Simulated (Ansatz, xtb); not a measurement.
**Relative energy of two structures of LiS2Si+**

Structure X is a singlet given by its coordinates and structure Y is a singlet given by its coordinates. Both are isolated ions in the gas phase, relaxed with PBE-D3(BJ)/def2-SVP.

X (Å):

```yaml
atoms:
  - { symbol: Li, position_ang: [-0.5269, -0.9909, 0.3259] }
  - { symbol: S, position_ang: [-0.8893, 1.4257, 0.1837] }
  - { symbol: S, position_ang: [0.9459, 0.7351, 1.2437] }
  - { symbol: Si, position_ang: [1.1068, 1.9674, -0.5759] }
```

Close contacts (Å): Li1–S2 2.45, Li1–S3 2.45, S2–S3 2.23, S2–Si4 2.20, S3–Si4 2.20.

Y (Å):

| atom | x (Å) | y (Å) | z (Å) |
| --- | --- | --- | --- |
| Li | 1.3704 | 1.3647 | 2.0479 |
| S | 1.1875 | -0.9595 | -2.7076 |
| S | 1.1550 | 2.0499 | -0.2046 |
| Si | 1.1735 | 0.5101 | -1.4605 |

Close contacts (Å): Li1–S3 2.36, S2–Si4 1.93, S3–Si4 1.99.

**Question.** Which of the two would you expect CCSD(T)/def2-TZVPP electronic energies to favour?

**Answer.** Structure Y; the calculation gives E(Y) − E(X) = −12.0 kcal/mol.

The same difference at several levels:

```
              level             geometry  E(Y) − E(X) (kcal/mol)  departure from the last row (kcal/mol)  job, with rough time for the two
PBE-D3(BJ)/def2-SVP  PBE-D3(BJ)/def2-SVP                     −11.8                                    +0.2                optimisation, 43 s
      HF/def2-TZVPP  PBE-D3(BJ)/def2-SVP                     −14.9                                    −2.8           part of the CCSD(T) run
     MP2/def2-TZVPP  PBE-D3(BJ)/def2-SVP                     −14.7                                    −2.7           part of the CCSD(T) run
 CCSD(T)/def2-TZVPP  PBE-D3(BJ)/def2-SVP                     −12.0                                                        single point, 64 s
```

None of the levels shown reverses the order. The largest departure from CCSD(T)/def2-TZVPP is that of HF/def2-TZVPP, 2.8 kcal/mol. Levels run at GFN2-xTB geometries aren't shown.

With harmonic frequencies from PBE-D3(BJ)/def2-SVP (ideal gas, rigid rotor, one conformer each, 1000 K, 1 atm): the zero-point term adds +0.3 kcal/mol; ΔH is −11.9 and ΔG −13.0 kcal/mol.

The correlated steps freeze 15 core orbitals; the last core shell of Li is correlated, in a basis made for valence electrons. Run with Ansatz 0.2.0; the last row on 1 thread of AMD EPYC (Zen 3) on a shared host.
